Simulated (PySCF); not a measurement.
Ionisation energy of Ca by level of theory

Ca [Ar] 4s2 → Ca⁺ [Ar] 4s1 [4s1/2^1, M_J = 1/2], as a difference of total energies. Calculation: PySCF 2.14, in x2c-TZVPall-2c; the two-component X2C-1e Hamiltonian. Correlated levels: [Ne] frozen; the 6 highest virtual spinors dropped. "Screened" scales the spin-orbit matrix elements by Boettger's factors to mimic the two-electron term; Breit and QED terms are absent.

| method | ionisation energy (eV) | error (eV) |
| --- | --- | --- |
| GHF (screened spin-orbit) | 5.139 | -0.974 |
| GMP2 (screened spin-orbit) | 5.885 | -0.228 |

Reference: 6.113 eV (measured; NIST Atomic Spectra Database, ionization energies).

Errors of the correlated levels include the incompleteness of this basis and the frozen core.

MP2 underrates the near-degeneracy of ns² with np² in the lower species.
